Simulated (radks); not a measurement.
The iridium ion Ir2+, 75 electrons, occupied as [Xe] 4f14 5d7 (the NIST ground configuration).

Calculated with a radial shooting solver on a logarithmic mesh with Libxc functionals: Dirac Kohn-Sham, PBE, spin-unpolarised, spherical densities, point nucleus; open shells fill j = l - 1/2 first.

Energy parts (eV):
| part | energy |
|---|---|
| total | -485915.91 |
| kinetic | 553938.04 |
| electron-nucleus | -1218467.68 |
| Hartree | 188096.07 |
| exchange-correlation | -9482.35 |

Orbitals (lengths in bohr, moments of r in powers of bohr):
| orbital | occ. | eigenvalue (eV) | <r> |
|---|---|---|---|
| 1s1/2 | 2 | -76038.63 | 0.01743 |
| 2s1/2 | 2 | -13305.62 | 0.07295 |
| 2p1/2 | 2 | -12744.77 | 0.06017 |
| 2p3/2 | 4 | -11116.95 | 0.06848 |
| 3s1/2 | 2 | -3125.067 | 0.1899 |
| 3p1/2 | 2 | -2874.189 | 0.1801 |
| 3p3/2 | 4 | -2517.759 | 0.1954 |
| 3d3/2 | 4 | -2099.627 | 0.1705 |
| 3d5/2 | 6 | -2022.620 | 0.1752 |
| 4s1/2 | 2 | -680.2938 | 0.4232 |
| 4p1/2 | 2 | -574.4927 | 0.4267 |
| 4p3/2 | 4 | -490.1961 | 0.4604 |
| 4d3/2 | 4 | -316.9768 | 0.4719 |
| 4d5/2 | 6 | -301.3320 | 0.4832 |
| 4f5/2 | 6 | -81.0803 | 0.5315 |
| 4f7/2 | 8 | -77.9616 | 0.5392 |
| 5s1/2 | 2 | -115.1454 | 0.9794 |
| 5p1/2 | 2 | -81.9953 | 1.066 |
| 5p3/2 | 4 | -68.4496 | 1.164 |
| 5d3/2 | 4 | -25.0353 | 1.596 |
| 5d5/2 | 3 | -23.7256 | 1.652 |

The highest occupied level is 5d5/2 at -23.726 eV. Summed over all electrons, <r^2> = 42.50 bohr^2, which gives a Langevin (diamagnetic) susceptibility term of -33.7 x 10^-6 cm^3/mol.
